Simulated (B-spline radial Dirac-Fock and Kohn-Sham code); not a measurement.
# X-ray form factors of erbium in several charge states

These are calculated numbers from an atomic code on a B-spline grid; the model is Dirac-Fock orbitals of the configuration average with a finite nucleus.

Configurations: Er¹⁶⁺ [Kr] 4d10 4f6; Er¹⁷⁺ [Kr] 4d10 4f5; Er¹⁸⁺ [Kr] 4d10 4f4; Er²⁰⁺ [Kr] 4d10 4f2; Er²¹⁺ [Kr] 4d10 4f1; Er²²⁺ [Kr] 4d10. The first column is f₀ of Er¹⁶⁺, the others are differences from it.

```
s (Å⁻¹)   Er¹⁶⁺  Δ Er¹⁷⁺  Δ Er¹⁸⁺  Δ Er²⁰⁺  Δ Er²¹⁺  Δ Er²²⁺
      0  52.000   -1.000   -2.000   -4.000   -5.000   -6.000
   0.05  51.828   -0.989   -1.979   -3.961   -4.952   -5.945
    0.1  51.316   -0.957   -1.916   -3.844   -4.812   -5.782
   0.15  50.482   -0.905   -1.816   -3.658   -4.586   -5.519
    0.2  49.353   -0.836   -1.684   -3.411   -4.287   -5.170
   0.25  47.964   -0.755   -1.527   -3.115   -3.928   -4.751
    0.3  46.358   -0.666   -1.353   -2.785   -3.526   -4.281
   0.35  44.580   -0.572   -1.171   -2.436   -3.099   -3.780
    0.4  42.677   -0.479   -0.987   -2.081   -2.664   -3.267
   0.45  40.696   -0.389   -0.809   -1.734   -2.236   -2.761
    0.5  38.681   -0.305   -0.642   -1.405   -1.828   -2.276
    0.6  34.701   -0.164   -0.358   -0.832   -1.111   -1.416
    0.7  30.988   -0.064   -0.151   -0.400   -0.561   -0.747
    0.8  27.700   -0.001   -0.019   -0.110   -0.185   -0.280
    0.9  24.903   +0.031   +0.052   +0.058   +0.041   +0.009
      1  22.595   +0.042   +0.080   +0.137   +0.153   +0.160
    1.1  20.728   +0.041   +0.082   +0.158   +0.191   +0.218
    1.2  19.227   +0.035   +0.072   +0.148   +0.186   +0.222
    1.4  17.008   +0.022   +0.047   +0.106   +0.140   +0.176
    1.6  15.379   +0.016   +0.034   +0.081   +0.109   +0.141
```
